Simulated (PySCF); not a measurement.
Job for PySCF: R-B3LYP/6-31G* on F2GeH3N (SMILES [NH2][GeH]([F])[F]), a point of a torsion scan.

```python
from pyscf import gto, scf, dft, mp
from pyscf.data.elements import chemcore

mol = gto.M(
    atom='''
    N     1.12659589   -0.12131865   -0.22886949
    Ge   -0.63302630   -0.08648744    0.07873000
    F    -1.28161233    0.96427874   -1.11255945
    F    -1.03036545    0.78182111    1.53405818
    H     1.59763625    0.77312108   -0.16692272
    H     1.68068096   -0.82123409    0.24235013
    H    -1.40981135   -1.34854026    0.07652870
    ''',
    basis='6-31g*',
    cart=True,
    charge=0, spin=0, verbose=3, max_memory=1800)
mf = dft.RKS(mol, xc='b3lyp')
mf.conv_tol = 1e-8
mf.max_cycle = 100
mf.kernel()
if not mf.converged:
    mf = mf.newton().run(mf.mo_coeff, mf.mo_occ)
```

The log:

```
converged SCF energy = -2333.08065427879
```

The run converged.

Cost: roughly 12 core-seconds.
